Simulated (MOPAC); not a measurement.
MOPAC input (PM7):

```
PM7 PRECISE GNORM=0.05 LET XYZ GEO-OK AUX(PRECISION=9) THREADS=1
C2H6GeO2

C     2.77584300 1    0.11575900 1   -0.29704700 1
C     1.36974400 1   -0.24652300 1    0.09464600 1
O     1.07226100 1   -1.15491400 1    0.83827600 1
O     0.45283100 1    0.54689400 1   -0.46792500 1
Ge   -1.29068800 1    0.14739900 1   -0.02174000 1
H     2.88167900 1    0.05582900 1   -1.38102500 1
H     3.47946300 1   -0.55668200 1    0.18517400 1
H     2.98314200 1    1.14683100 1   -0.00770800 1
H    -1.61643700 1   -1.26426700 1   -0.51342300 1
H    -1.46861500 1    0.32521400 1    1.48736300 1
H    -2.03145900 1    1.22503900 1   -0.82311800 1
```

Output:

```
 *******************************************************************************
 **                                                                           **
 **                              MOPAC v23.2.5                                **
 **                                                                           **
 *******************************************************************************
 ** MOPAC's Digital Object Identifier: https://doi.org/10.5281/zenodo.6511958 **
 **                                                                           **
 ** Please cite the open-source release paper for use of this MOPAC version:  **
 ** J. E. Moussa and J. J. P. Stewart (2026)                                  **
 ** MOPAC: An open-source semiempirical molecular orbital program             **
 ** J. Open Source Softw., 11(119), 8025, https://doi.org/10.21105/joss.08025 **
 *******************************************************************************

                              PM7 CALCULATION RESULTS

 *******************************************************************************
 *  PM7        - The PM7 Hamiltonian to be used
 *  GEO-OK     - OVERRIDE INTERATOMIC DISTANCE AND OTHER SAFETY CHECKS
 *  LET        - OVERRIDE SOME SAFETY CHECKS
 *  PRECISE    - TIGHTER CRITERIA TO BE USED
 *  XYZ        - CARTESIAN COORDINATE SYSTEM TO BE USED
 *  GNORM      - EXIT WHEN GRADIENT NORM DROPS BELOW 0.050
 *  AUX        - OUTPUT AUXILIARY INFORMATION
 *******************************************************************************
PM7 PRECISE GNORM=0.05 LET XYZ GEO-OK AUX(PRECISION=9) THREADS=1
 C2H6GeO2

   ATOM   CHEMICAL          X               Y               Z
  NUMBER   SYMBOL      (ANGSTROMS)     (ANGSTROMS)     (ANGSTROMS)

     1       C          2.77584300  *   0.11575900  *  -0.29704700  *
     2       C          1.36974400  *  -0.24652300  *   0.09464600  *
     3       O          1.07226100  *  -1.15491400  *   0.83827600  *
     4       O          0.45283100  *   0.54689400  *  -0.46792500  *
     5      Ge         -1.29068800  *   0.14739900  *  -0.02174000  *
     6       H          2.88167900  *   0.05582900  *  -1.38102500  *
     7       H          3.47946300  *  -0.55668200  *   0.18517400  *
     8       H          2.98314200  *   1.14683100  *  -0.00770800  *
     9       H         -1.61643700  *  -1.26426700  *  -0.51342300  *
    10       H         -1.46861500  *   0.32521400  *   1.48736300  *
    11       H         -2.03145900  *   1.22503900  *  -0.82311800  *

          CARTESIAN COORDINATES

    NO.       ATOM           X           Y           Z

     1         C          2.7758      0.1158     -0.2970
     2         C          1.3697     -0.2465      0.0946
     3         O          1.0723     -1.1549      0.8383
     4         O          0.4528      0.5469     -0.4679
     5        Ge         -1.2907      0.1474     -0.0217
     6         H          2.8817      0.0558     -1.3810
     7         H          3.4795     -0.5567      0.1852
     8         H          2.9831      1.1468     -0.0077
     9         H         -1.6164     -1.2643     -0.5134
    10         H         -1.4686      0.3252      1.4874
    11         H         -2.0315      1.2250     -0.8231

 General Reference for PM7:
 "Optimization of Parameters for Semiempirical Methods VI: More Modifications to the
 NDDO Approximations and Re-optimization of Parameters", J. J. P. Stewart, J. Mol. Mod., 1:32, 19 (2013)
 https://link.springer.com/article/10.1007/s00894-012-1667-x

           Empirical Formula: C2 H6 O2 Ge  =    11 atoms

      MOLECULAR POINT GROUP   :   Cs

      RHF CALCULATION, NO. OF DOUBLY OCCUPIED LEVELS = 15

          Geometry optimization using EF

          DIAGONAL MATRIX USED AS START HESSIAN

 CYCLE:     1  GRAD.:    54.078 HEAT: -88.49837
 CYCLE:     2  GRAD.:   223.253 HEAT: -79.61263
 CYCLE:     3  GRAD.:   409.941 HEAT: -64.90845
 CYCLE:     4  GRAD.:   236.310 HEAT: -74.30743
 CYCLE:     5  GRAD.:   165.499 HEAT: -85.23881
 CYCLE:     6  GRAD.:   391.672 HEAT: -68.40954
 CYCLE:     7  GRAD.:   163.528 HEAT: -83.65925
 CYCLE:     8  GRAD.:   210.489 HEAT: -79.06641
 CYCLE:     9  GRAD.:   156.911 HEAT: -84.57614
 CYCLE:    10  GRAD.:   182.064 HEAT: -81.29768
 CYCLE:    11  GRAD.:    53.583 HEAT: -90.15146
 CYCLE:    12  GRAD.:    98.861 HEAT: -88.62868
 CYCLE:    13  GRAD.:     5.747 HEAT: -91.23291
 CYCLE:    14  GRAD.:     5.912 HEAT: -91.25743
 CYCLE:    15  GRAD.:     5.070 HEAT: -91.27454
 CYCLE:    16  GRAD.:     6.129 HEAT: -91.28538
 CYCLE:    17  GRAD.:     2.985 HEAT: -91.30025
 CYCLE:    18  GRAD.:     7.752 HEAT: -91.28868
 CYCLE:    19  GRAD.:     2.406 HEAT: -91.31172
 CYCLE:    20  GRAD.:     1.554 HEAT: -91.31563
 CYCLE:    21  GRAD.:     1.195 HEAT: -91.32007
 CYCLE:    22  GRAD.:     1.334 HEAT: -91.33023
 CYCLE:    23  GRAD.:     1.596 HEAT: -91.33952
 CYCLE:    24  GRAD.:     1.406 HEAT: -91.35122
 CYCLE:    25  GRAD.:     0.935 HEAT: -91.35535
 CYCLE:    26  GRAD.:     0.761 HEAT: -91.35669
 CYCLE:    27  GRAD.:     0.307 HEAT: -91.35714
 CYCLE:    28  GRAD.:     0.354 HEAT: -91.35720
 CYCLE:    29  GRAD.:     0.068 HEAT: -91.35730
 CYCLE:    30  GRAD.:     0.041 HEAT: -91.35732

     GRADIENT =  0.04051 IS LESS THAN CUTOFF =  0.05000

 -------------------------------------------------------------------------------
 PM7 PRECISE GNORM=0.05 LET XYZ GEO-OK AUX(PRECISION=9) THREADS=1
 C2H6GeO2

     GEOMETRY OPTIMISED USING EIGENVECTOR FOLLOWING (EF).
     SCF FIELD WAS ACHIEVED

                              PM7 CALCULATION
                                                       MOPAC v23.2.5 Linux

          FINAL HEAT OF FORMATION =        -91.35732 KCAL/MOL =    -382.23903 KJ/MOL

          COSMO AREA              =        131.65 SQUARE ANGSTROMS
          COSMO VOLUME            =        120.28 CUBIC ANGSTROMS

          GRADIENT NORM           =          0.04051          =       0.01221 PER ATOM
          IONIZATION POTENTIAL    =         10.741074 EV
          HOMO LUMO ENERGIES (EV) =        -10.741 -0.744
          NO. OF FILLED LEVELS    =         15
          MOLECULAR WEIGHT        =        134.6582         POINT GROUP:  Cs

          MOLECULAR DIMENSIONS (Angstroms)

            Atom       Atom       Distance
            H    11    H     7     5.76014
            H     8    H     9     3.71685
            H    10    H     6     3.50232

          SCF CALCULATIONS        =         31

   ATOM   CHEMICAL          X               Y               Z
  NUMBER   SYMBOL      (ANGSTROMS)     (ANGSTROMS)     (ANGSTROMS)

     1       C          2.73906429  *   0.14936952  *  -0.32104000  *
     2       C          1.37886830  *  -0.27602355  *   0.11738860  *
     3       O          1.08666097  *  -1.18618011  *   0.86204524  *
     4       O          0.41768350  *   0.45987354  *  -0.39613560  *
     5      Ge         -1.28300236  *   0.17007869  *  -0.04032871  *
     6       H          2.83378000  *   0.09695911  *  -1.41718330  *
     7       H          3.51607289  *  -0.48752321  *   0.12749390  *
     8       H          2.93591245  *   1.19477788  *  -0.03529686  *
     9       H         -1.60821325  *  -1.22502772  *  -0.51937508  *
    10       H         -1.46280392  *   0.33945720  *   1.44982443  *
    11       H         -1.87407167  *   1.27794065  *  -0.87685657  *

                             CARTESIAN COORDINATES

   1    C        2.739064293     0.149369516    -0.321040003
   2    C        1.378868304    -0.276023551     0.117388603
   3    O        1.086660969    -1.186180108     0.862045241
   4    O        0.417683503     0.459873540    -0.396135603
   5   Ge       -1.283002355     0.170078691    -0.040328713
   6    H        2.833780005     0.096959107    -1.417183299
   7    H        3.516072892    -0.487523206     0.127493898
   8    H        2.935912450     1.194777883    -0.035296860
   9    H       -1.608213247    -1.225027717    -0.519375083
  10    H       -1.462803919     0.339457202     1.449824426
  11    H       -1.874071668     1.277940646    -0.876856573

           Empirical Formula: C2 H6 O2 Ge  =    11 atoms

      MOLECULAR POINT GROUP   :   Cs

                  EIGENVALUES
 -31.00645 -28.80785 -26.26688 -20.33277 -18.26411 -16.42722 -16.01762 -15.23142
 -13.74073 -13.71615 -12.22829 -12.17029 -11.27126 -10.98679 -10.74107  -0.74368
   1.36745   1.56840   1.74484   3.20320   3.79275   4.73138   5.12099   5.21667
   5.72079   6.43650

              NET ATOMIC CHARGES AND DIPOLE CONTRIBUTIONS

  ATOM NO.   TYPE          CHARGE      No. of ELECS.   s-Pop       p-Pop
    1          C          -0.499248        4.4992     1.05990     3.43934
    2          C           0.699635        3.3004     1.09313     2.20723
    3          O          -0.535000        6.5350     1.87923     4.65577
    4          O          -0.694151        6.6942     1.77183     4.92232
    5         Ge           0.136366        3.8636     1.06727     2.79636
    6          H           0.184726        0.8153     0.81527
    7          H           0.181096        0.8189     0.81890
    8          H           0.184732        0.8153     0.81527
    9          H           0.112568        0.8874     0.88743
   10          H           0.112570        0.8874     0.88743
   11          H           0.116705        0.8833     0.88329
 DIPOLE           X         Y         Z       TOTAL
 POINT-CHG.    -1.493     1.300    -0.923     2.184
 HYBRID         0.275     0.056    -0.065     0.289
 SUM           -1.218     1.357    -0.988     2.073

          ATOMIC ORBITAL ELECTRON POPULATIONS

     Atom    s        px        py        pz
    1  C   1.05990   1.05614   1.19160   1.19160
    2  C   1.09313   0.81051   0.70878   0.68794
    3  O   1.87923   1.80910   1.40245   1.44422
    4  O   1.77183   1.43144   1.71642   1.77445
    5 Ge   1.06727   0.57783   1.11024   1.10829
    6  H   0.81527
    7  H   0.81890
    8  H   0.81527
    9  H   0.88743
   10  H   0.88743
   11  H   0.88329

 **********************
 *                    *
 * JOB ENDED NORMALLY *
 *                    *
 **********************

 == MOPAC DONE ==
```

The geometry given is a B3LYP-D3(BJ)/def2-TZVP minimum.
